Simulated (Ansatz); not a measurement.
Born–Oppenheimer molecular dynamics of BCl₃ (4 atoms, charge 0, multiplicity 1). It starts from a relaxed structure.

Theory: RKS PBE0-D4/def2-SVP (Ansatz).

```yaml
ensemble: NVE (velocity Verlet)
time_step: 1 fs
steps_asked: 150
starting_velocities_drawn_for: 1000 K
seed: 590574
```

First frame:

```xyz
4
Properties=species:S:1:pos:R:3
B 0.000 0.000 0.000
Cl 0.000 0.000 1.742
Cl 1.508 0.000 -0.871
Cl -1.508 0.000 -0.871
```

Q: How far do the bonds stretch over the last three quarters of this one trajectory? (Pairs bonded in most of those frames.)

A: 
```
  bond  mean (Å)  spread (Å)  shortest  longest
B1–Cl2     1.757       0.055      1.65     1.86
B1–Cl3     1.749       0.046      1.68     1.83
B1–Cl4     1.747       0.021      1.71     1.78
```

Mean temperature of the second half: 494 K. The conserved energy stayed within 0.26 meV per atom of its start (net change 0.035 meV per atom), so the integration is sound. Over the second half the temperature averaged 0.49 of the 1000 K drawn at the start: a run that starts near a minimum puts about half its kinetic energy into the potential. A run of 0.15 ps of so small a system gives no equilibrium averages.

Run time: 5.5 min on 1 thread of Arm Neoverse V1, with other jobs on the host, peak memory 0.13 GiB.
